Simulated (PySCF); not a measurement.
## Reproducing measurements on phosphorus tribromide

**The experiment to reproduce.**

NIST CCCBDB Release 22 (SRD 101), experimental dipoles lists, for the gas: dipole moment 0.61 D.

How close the calculation comes is told at the end.

Species: phosphorus tribromide, PBr3.
Atom-mapped SMILES: `[Br:1][P:2]([Br:3])[Br:4]`

Structure used (PBE0-D3(BJ)/def2-SVP), in Å, numbered top down from 1:
```xyz
4
PBr3 angstrom
Br     1.5052    0.7261   -1.1268
P      0.4179   -0.2037    0.5882
Br    -1.2017    1.2966    0.9460
Br    -0.7080   -1.8367   -0.4415
```

Runs made with PySCF (gas phase, on this PBE0-D3(BJ)/def2-SVP geometry; no spin–orbit coupling):

| level | job | basis functions | wall time |
| --- | --- | --- | --- |
| PBE0-D3(BJ)/def2-SVP, grid level 1 | geometry optimisation from a GFN2-xTB start shaken at random | 114 | 39 s |
| CAM-B3LYP/def2-SVPD | 6 singlets by full TDDFT, polarisability, dynamic polarisability, density and orbital grids written | 147 | 22 s |

Hardware: one thread, Intel Xeon Platinum 8488C (x86_64), on a shared host.

## Comparison

**Dipole moment.** Measured: 0.61 D (NIST CCCBDB Release 22 (SRD 101), experimental dipoles).

```csv
level,computed (D),computed − measured (D),% (from the printed values)
PBE0-D3(BJ)/def2-SVP,0.44,-0.17,-28
CAM-B3LYP/def2-SVPD,0.44,-0.17,-28
```

The computed dipoles belong to one fixed geometry; measured ones are averaged over vibrations unless marked μe. Magnitudes are compared, not signs.

No measured geometry was used, and the causes of the misses weren't examined.
